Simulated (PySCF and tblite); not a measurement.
Values are calculated unless marked as measured or tabulated.
C5H14Si2, numbered as in [SiH3:1][C@@H:2]1[CH2:3][CH2:4][CH2:5][SiH2:6][CH2:7]1.

Level: PBE0-D3(BJ)/pcSseg-1//GFN2-xTB, thermal terms from GFN2-xTB, symmetry numbers and mirror pairs counted. Conformers within 3 kcal/mol (GFN2-xTB free energy) were kept, 10 at most. Of two unlike H on one atom, a is the less shielded (PBE0/pcSseg-1). (PySCF 2.14, tblite 0.8.)

An NOE distance is ⟨r⁻⁶⟩^(−1/6) over all pairs of like atoms and, for the average, over conformers.

The 6-ring runs over atoms 2–3–4–5–6–7.

| conformer | shape | weight % |
| --- | --- | --- |
| 1 | 6-ring chair (all substituents equatorial) | 92.7 |
| 2 | 6-ring chair (Si1 axial) | 7.3 |

Problem. Which H–H contacts under 3.5 Å would NOEs report (pairs on one atom left out) at 298.15 K?

Solution. 
```
       pair  in 1 (Å)  in 2 (Å)  average (Å)
H3a ··· H4a      2.37      3.04         2.40
H4a ··· H5b      2.45      2.46         2.45
 H2 ··· H4b      2.43      4.24         2.46
 H2 ··· H7a      2.48      2.36         2.47
H4b ··· H5a      2.47      2.44         2.47
H4a ··· H5a      2.47      3.05         2.49
 H2 ··· H3a      2.53      2.44         2.52
H3a ··· H4b      2.52      2.52         2.52
H3b ··· H4a      2.52      2.53         2.53
H3b ··· H7b      2.53      4.28         2.56
H3b ··· H5b      2.54      4.27         2.58
 H2 ··· H3b      3.04      2.38         2.93
H3b ··· H4b      3.05      2.37         2.93
H4b ··· H5b      3.05      2.48         2.96
 H2 ··· H7b      3.04      2.51         2.97
H5b ··· H6a      2.97      2.96         2.97
H6b ··· H7a      2.98      2.88         2.97
H6a ··· H7b      2.97      2.98         2.97
H5a ··· H6b      2.99      2.92         2.99
 H2 ··· H6b      3.04      4.84         3.08
H4b ··· H6b      3.08      4.88         3.12
  H1 ··· H2      3.15      3.07         3.14
 H1 ··· H3a      3.16      4.47         3.20
H6a ··· H7a      3.18      3.65         3.20
H5a ··· H6a      3.19      3.66         3.21
 H1 ··· H7a      3.22      4.43         3.25
 H1 ··· H7b      3.28      3.28         3.28
H5b ··· H7b      3.26      4.81         3.30
 H1 ··· H3b      3.42      3.27         3.41
```

Longer pairs under the limit may be missing.

Problem. In a model where alignment follows shape alone (order matrix 0.002 × (3G/tr G − 1)/2, G the second moments of the atom positions; splitting J + 2D), what are the one-bond C–H dipolar couplings D?

Solution. H2 13.5 Hz (14.4 in conformer 1), H3b 13.8 Hz (15.1 in conformer 1), H3a -1.5 Hz (-1.9 in conformer 1), H4b 13.9 Hz (15.1 in conformer 1), H4a 1.6 Hz (1.5 in conformer 1), H5b 14.0 Hz (15.0 in conformer 1), H5a -12.2 Hz (-13.4 in conformer 1), H7a 0.4 Hz (-0.1 in conformer 1), H7b 13.0 Hz (14.3 in conformer 1).
